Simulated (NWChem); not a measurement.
System: C$_{4}$H$_{4}$BF; SMILES FB1C=CC=C1

```xyz
10

F      0.0000     0.0000    -2.1113
B      0.0000     0.0000    -0.7915
C      0.0000    -1.2691     0.1525
C      0.0000    -0.7539     1.3942
C      0.0000     0.7539     1.3942
C      0.0000     1.2691     0.1525
H      0.0000    -2.3363    -0.0724
H      0.0000    -1.3239     2.3292
H      0.0000     1.3239     2.3292
H      0.0000     2.3363    -0.0724
```
Atoms are numbered in this order, from 1.

All runs use the structure optimised with PBE0/def2-SVP.

### Question
Give the principal values of the shielding tensors (ppm) of F1, B2, C3, C4 from PBE0/pcSseg-1, GIAO (NWChem), with their diamagnetic and paramagnetic parts as GIAO splits them.

### Answer
```json
[
 {"atom": "F1", "σ11": "60.1", "σ22": "99.4", "σ33": "463.6", "isotropic": "207.7", "diamagnetic": "470.3", "paramagnetic": "-262.6"},
 {"atom": "B2", "σ11": "20.8", "σ22": "62.2", "σ33": "62.8", "isotropic": "48.6", "diamagnetic": "188.0", "paramagnetic": "-139.4"},
 {"atom": "C3", "σ11": "-69.0", "σ22": "68.9", "σ33": "167.8", "isotropic": "55.9", "diamagnetic": "255.6", "paramagnetic": "-199.7"},
 {"atom": "C4", "σ11": "-122.5", "σ22": "36.0", "σ33": "134.9", "isotropic": "16.1", "diamagnetic": "254.5", "paramagnetic": "-238.4"}
]
```
